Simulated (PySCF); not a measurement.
Species: BCl2(OiPr), C3H7BCl2O.
Structure used (PBE0-D3(BJ)/def2-SVP), in Å, numbered top down from 1:
```
atom  x, y, z in Å
B1     0.7722    1.4210   -1.4802
Cl2    2.4367    0.8275   -1.5535
Cl3    0.2653    2.6683   -2.6082
O4    -0.1109    0.9616   -0.6004
C5     0.1142   -0.0975    0.3380
C6    -0.2025   -1.4216   -0.3277
C7    -0.7425    0.1858    1.5524
H8     1.1802   -0.0790    0.6221
H9    -1.2495   -1.4407   -0.6665
H10   -0.0500   -2.2506    0.3791
H11    0.4518   -1.5889   -1.1954
H12   -0.4786    1.1553    1.9983
H13   -1.8066    0.2117    1.2738
H14   -0.5991   -0.5967    2.3115
```

Computed with TDDFT wB97X-D/def2-SVPD, vertical, gas phase, core orbitals frozen in the response in PySCF.

Kohn–Sham orbitals with the atoms that hold most of them (Löwdin shares over 4%, at most four atoms; ? is withheld):

```csv
orbital,ε (eV),atoms
HOMO-3,-11.47,"O4 24%, C5 18%, Cl3 15%, H8 10%"
HOMO-2,-11.30,"Cl2 54%, Cl3 17%, O4 8%, B1 8%"
HOMO-1,-11.01,?
HOMO,-10.78,?
LUMO,1.55,"B1 44%, Cl2 17%, Cl3 14%, O4 10%"
LUMO+1,1.62,"B1 45%, Cl2 17%, Cl3 15%, O4 11%"
LUMO+2,2.54,"Cl3 17%, C7 16%, Cl2 11%, H14 11%"
```

(1) Give the leading atoms of the HOMO.

(2) Which atoms hold the HOMO-1, and with what shares?

(3) The HOMO–LUMO gap is 12.33 eV. Where does the response calculation put the lowest singlet, and from which orbitals?

## Answers

(1) Cl3 (bonded to B) 50%; Cl2 (bonded to B) 39%.

(2) Cl3 (bonded to B) 40%; O4 (bonded to B and C) 26%; C5 (bonded to 2 C, O and H) 9%; C6 (bonded to C and 3 H) 8%. By element: chlorine 40% or more, oxygen 26%, carbon 17% or more.

(3) S1 is at 7.18 eV (f = 0.0002), 5.15 eV below the gap, made of HOMO→LUMO+1 (48%), HOMO→LUMO (47%). Its leading pair isn't HOMO and LUMO; the energies of that pair differ by 12.40 eV. 

Next come S2 at 7.96 eV (f 0.118), HOMO-1→LUMO (34%), HOMO-1→LUMO+1 (32%); S3 at 7.98 eV (f 0.0056), HOMO-4→LUMO+1 (33%), HOMO-4→LUMO (32%); S4 at 8.12 eV (f 0.063), HOMO-3→LUMO+1 (33%), HOMO-3→LUMO (30%); S5 at 8.22 eV (f 0.110), HOMO-2→LUMO (29%), HOMO-2→LUMO+1 (26%), HOMO-4→LUMO+1 (12%).

The run took 51 s of wall time (grids of density and orbitals included) on one thread, Intel Xeon 6975P-C (x86_64), shared host, and the process peaked at 0.97 GiB of memory.

One conformer stands for the species.
